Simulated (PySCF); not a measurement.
# Frontier orbitals and the lowest excitations

Species: SiBr₂.
Z-matrix (Å and degrees, PBE0-D3(BJ)/def2-SVP geometry), rows numbered from 1:
```
Si
Br  1  2.2546
Br  1  2.2551  2  101.40
```

Computed with TDDFT wB97X-D/def2-SVPD, vertical, gas phase, core orbitals frozen in the response (PySCF 2.14.0, density-fitted response routines). The wB97X-D/def2-SVPD calculation is non-relativistic and has no spin–orbit coupling, an omission that weighs most on bromine.

Kohn–Sham orbitals with the atoms that hold most of them (Löwdin shares over 4%, at most four atoms; ? is withheld):

```tsv
orbital	ε (eV)	atoms
HOMO-3	-11.64	Br2 42%, Br3 42%, Si1 16%
HOMO-2	-10.77	Br3 46%, Br2 46%, Si1 8%
HOMO-1	-10.33	Br3 49%, Br2 49%
HOMO	-9.44	?
LUMO	?	?
LUMO+1	1.00	Si1 42%, Br3 29%, Br2 29%
LUMO+2	1.08	Si1 51%, Br2 25%, Br3 24%
```

(1) Give the leading atoms of the HOMO.

(2) Which atoms hold the LUMO, and with what shares?

(3) What is the LUMO energy, and the HOMO–LUMO gap?

## Answers

(1) Si1 (bonded to 2 Br) 49%; Br3 (bonded to Si) 26%; Br2 (bonded to Si) 26%. By element: bromine 51%, silicon 49%.

(2) Si1 (bonded to 2 Br) 67%; Br2 (bonded to Si) 16%; Br3 (bonded to Si) 16%. By element: silicon 67%, bromine 33%.

(3) ε(LUMO) = -1.50 eV; the gap is 7.94 eV (0.2918 hartree).

Question: The HOMO–LUMO gap is 7.94 eV. Where does the response calculation put the lowest singlet, and from which orbitals?

Answer: S1 is at 3.37 eV (f = 0.015), 4.57 eV below the gap, made of HOMO→LUMO (99%). 

Question: Give energy, strength and leading configuration of S1, S2 and S3, and follow the Löwdin shares of the leading atoms from the occupied to the empty orbital.

Answer: 
- S1 (3.37 eV, f 0.015), HOMO→LUMO (99%): Si1 49% → 67%, Br3 26% → 16%, Br2 26% → 16%
- S2 (4.15 eV, f 0.0000), HOMO-1→LUMO (99%): Br3 49% → 16%, Br2 49% → 16%, Si1 at most 3% → 67%
- S3 (4.97 eV, f 0.037), HOMO-2→LUMO (92%): Br3 46% → 16%, Br2 46% → 16%, Si1 8% → 67%

The run took 22 s wall on one thread, Arm Neoverse V1, no GPU, shared host.
